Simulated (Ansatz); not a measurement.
A nudged elastic band was laid between two geometries of CH₂AlClLi (6 atoms, charge 1, multiplicity 1).

The calculation used Ansatz, RKS PBE0-D4/def2-SVP.

- movable images: 5
- climbing image: yes
- spring: 5.0 eV/Å²
- optimiser: quadratic models (default)
- start path: through a guess of the saddle point
- force threshold: 0.03 eV/Å
- iteration limit: 60
- end points: relaxed

Image 0:

```xyz
6
Properties=species:S:1:pos:R:3
Li 0.352 -2.318 1.466
C -0.195 -0.814 0.113
Al 0.258 1.130 -0.172
Cl -1.288 -1.445 -0.992
H 1.535 1.343 -1.072
H -0.662 2.105 0.658
```

Image 6:

```xyz
6
Properties=species:S:1:pos:R:3
Li 0.508 -2.380 1.318
C -0.202 -0.812 0.120
Al 0.266 1.127 -0.180
Cl -1.487 -1.368 -0.802
H -0.459 2.099 0.827
H 1.374 1.334 -1.284
```

Task: Which bonds break or form, and what moves?

Result: No bond is made or broken. The dihedral Cl4–C2–Al3–H6 goes from 92 to -92°. The two ends are copies of one structure, up to a mirror image or an exchange of like atoms.

Task: Give the energies along the band, and the barrier.

Result: The run converged. The highest image is number 3 of 0 to 6, 15.0 kJ/mol above the ends, which have the same energy within 2 meV. A vibrational analysis at the climbing image gives one clearly imaginary mode, 142i cm⁻¹: a first-order saddle point. Limits of this set-up: the dipole of an ion depends on the origin.

```json
{"image": "0", "path coordinate (Å)": "0.00", "energy (kJ/mol)": "0.0", "dihedral Cl4–C2–Al3–H6 (°)": "92"}
{"image": "1", "path coordinate (Å)": "0.78", "energy (kJ/mol)": "3.7", "dihedral Cl4–C2–Al3–H6 (°)": "64"}
{"image": "2", "path coordinate (Å)": "1.55", "energy (kJ/mol)": "11.2", "dihedral Cl4–C2–Al3–H6 (°)": "33"}
{"image": "3", "path coordinate (Å)": "2.33", "energy (kJ/mol)": "15.0", "dihedral Cl4–C2–Al3–H6 (°)": "0"}
{"image": "4", "path coordinate (Å)": "3.10", "energy (kJ/mol)": "11.2", "dihedral Cl4–C2–Al3–H6 (°)": "-33"}
{"image": "5", "path coordinate (Å)": "3.87", "energy (kJ/mol)": "3.6", "dihedral Cl4–C2–Al3–H6 (°)": "-64"}
{"image": "6", "path coordinate (Å)": "4.64", "energy (kJ/mol)": "0.0", "dihedral Cl4–C2–Al3–H6 (°)": "-92"}
```

Task: What is the geometry of the highest image?

Result: 
```xyz
6
Properties=species:S:1:pos:R:3:forces:R:3
Li -0.252 -2.706 -0.626 0.00 0.01 0.00
C -0.150 -0.841 0.324 0.00 0.00 0.01
Al 0.189 1.083 -0.396 0.00 0.00 -0.01
Cl -0.376 -0.858 1.974 0.00 0.00 -0.01
H 0.409 1.092 -1.956 0.00 0.00 0.00
H 0.179 2.230 0.681 0.00 0.00 0.00
```

Task: What are the harmonic wavenumbers there?

Result: 142i, 124, 179, 258, 403, 485, 578, 669, 739, 946, 1984, 2022 cm⁻¹.

Time of the run: 3.1 min on 1 thread of AMD EPYC 9R14 (Zen 4), with other jobs on the host, peak memory 0.24 GiB.
